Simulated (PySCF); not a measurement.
## MMg cations for M along group 13

r²SCAN with double-zeta basis sets in PySCF, for the lowest determinant that a PBE0 search found; no spin–orbit coupling. De refers to high-spin ground-configuration atoms (the charge goes to the atom of lower measured ionisation energy or higher electron affinity, which is not always the lowest computed limit). A positive dipole points towards Mg; it is taken about the centre of mass and depends on that origin.

```tsv
M	basis	charged atom	state (unpaired electrons)	Re (Å)	ωe (cm⁻¹)	De (eV)	μ (D)
Al	x2c-SVPall	Al+	singlet (closed shell)	3.157	182	1.10	1.00
Ga	def2-SVP	Ga+	singlet (closed shell)	3.096	157	1.15	4.30
In	def2-SVP	In+	singlet (closed shell)	3.282	136	0.89	4.81
Tl	def2-SVP	Tl+	singlet (closed shell)	3.326	124	n/a	5.46
```

The shortest bond is that of MgGa⁺ (3.096 Å), the longest that of MgTl⁺ (3.326 Å).

The rows differ in basis set, which adds steps of its own.

Down a group the atoms grow and get heavier, so bonds lengthen and wavenumbers fall; the exceptions here are the shorter bond at Ga.

Closed-shell solutions of metal pairs were not tested for spin polarisation, which can lower them a little. Spin–orbit coupling is left out. For an ion De counts to the pair picked by the measured ionisation energies or electron affinities, which need not be the lowest pair at this level.
